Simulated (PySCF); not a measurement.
C4H7NO2S.
SMILES with atom numbers: `[NH2:1][C@@H:2]1[CH:3]=[CH:4][S:5](=[O:6])(=[O:7])[CH2:8]1`

NICS = −σ at a ghost point: NICS(0) at the centroid of the ring atoms, NICS(1) 1 Å to either side along the normal of their mean plane, zz for the tensor component along that normal. Level: GIAO PBE0/pcSseg-1 (PySCF, non-relativistic, gas phase) on the GFN2-xTB geometry, one conformer.

Ring bond lengths (Å), with Mayer bond orders in brackets: C2–C3 1.510 (1.01), C3–C4 1.314 (1.80), C4–S5 1.794 (0.86), S5–C8 1.827 (0.86), C8–C2 1.533 (0.97).

Problem. Give the NICS values of each ring in ppm.

Solution. 
```csv
ring,type,NICS(0),"NICS(1), two faces","NICS(1)zz, two faces",rms pucker (Å),"centre to ring atoms, mean (Å)"
C2–C3–C4–S5–C8,"5-membered ring with S; formal bonds 1 double, 4 single",-3.9,-3.2 / -3.7,-3.4 / -2.9,0.10,1.35
```

Problem. What can be read from them?

Solution. 
- C2–C3–C4–S5–C8: mean NICS(1)zz -3.2 ppm, shielded. C2, S5, C8 have four or more neighbours, so the value isn't read as a sign of a π ring current.

Problem. At the first NICS(1) probe listed for ring C2–C3–C4–S5–C8, 1 Å off the ring, how large is the induced field along the normal in 11.7 T applied along it?

Solution. NICSzz × B0 = -3.4 ppm × 11.7 T = -40 μT, against the applied field.

Problem. Give the inner angles of the rings and the Hirshfeld charges of the ring atoms.

Solution. 
- C2–C3–C4–S5–C8: C2 108.1° (+0.021 e), C3 118.6° (-0.026 e), C4 109.8° (-0.066 e), S5 94.2° (+0.510 e), C8 104.8° (-0.087 e); sum 535.4° against 540° for a flat convex ring.

Problem. How shielded are the nuclei of the rings and their hydrogens (means over atoms taken as equivalent)?

Solution. 
| atoms | environment | σ isotropic (ppm) | principal values of the symmetric part, first atom (ppm) |
| --- | --- | --- | --- |
| C2 | sp3 carbon bound to nitrogen | 132.0 | 113.2, 134.8, 148.0 |
| C3 | alkene CH carbon | 37.7 | -73.7, 44.7, 142.2 |
| C4 | alkene CH carbon | 41.6 | -59.2, 63.3, 120.6 |
| S5 | sulfonyl sulfur | 156.6 | 61.2, 173.4, 235.3 |
| C8 | sp3 carbon bound to sulfur | 119.3 | 86.9, 110.7, 160.2 |
| H on C2 | methine hydrogen | 27.51 | 23.3, 27.0, 32.2 |
| H on C3 | vinylic hydrogen | 25.02 | 23.0, 25.3, 26.8 |
| H on C4 | vinylic hydrogen | 24.89 | 23.7, 24.9, 26.0 |
| H on C8 | methylene hydrogen | 29.36 | 25.5, 30.0, 32.5 |
| H on C8 | methylene hydrogen | 28.29 | 26.3, 27.9, 30.7 |
